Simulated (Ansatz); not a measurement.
CH4ClGeNO, relaxed with RKS PBE-D4/def2-SVP in Ansatz from a rough embedded geometry. The force threshold is 0.03 eV/Å; the program also tests the step.

The species carries charge 0 and has multiplicity 1. The bonds changed during the relaxation, so this is another structure than the one it started from.

Start:

```xyz
9

N     0.540    0.510   -1.271
C     0.587   -0.312   -0.043
O    -0.352   -1.327   -0.037
Ge   -0.833    0.006    1.143
Cl   -2.598    0.977    0.385
H     1.015    0.046   -1.991
H     0.984    1.431   -1.053
H     1.599   -0.585    0.281
H    -0.944   -0.747    2.587
```

Question: By how much does the energy fall, and how many steps does the optimiser take? (An estimate is asked.)

Answer: Computed: 200.28 kJ/mol, in 22 steps, 1 of them rejected.

Question: Which bonds change most? (An estimate is asked.)

Answer: The calculation gave: O3–Ge4 from 1.845 to 2.116 Å; Ge4–Cl5 from 2.153 to 2.345 Å; N1–C2 from 1.478 to 1.333 Å; C2–O3 from 1.383 to 1.253 Å.

Question: Give the relaxed structure. (Best estimate.)

Answer: Computed: 
```xyz
9

N     0.654    0.486   -1.081
C     1.146   -0.243   -0.080
O     0.527   -0.564    0.961
Ge   -1.276    0.163    1.797
Cl   -2.339    0.676   -0.229
H    -0.353    0.759   -1.052
H     1.224    0.680   -1.904
H     2.202   -0.585   -0.196
H    -1.784   -1.372    1.784
```
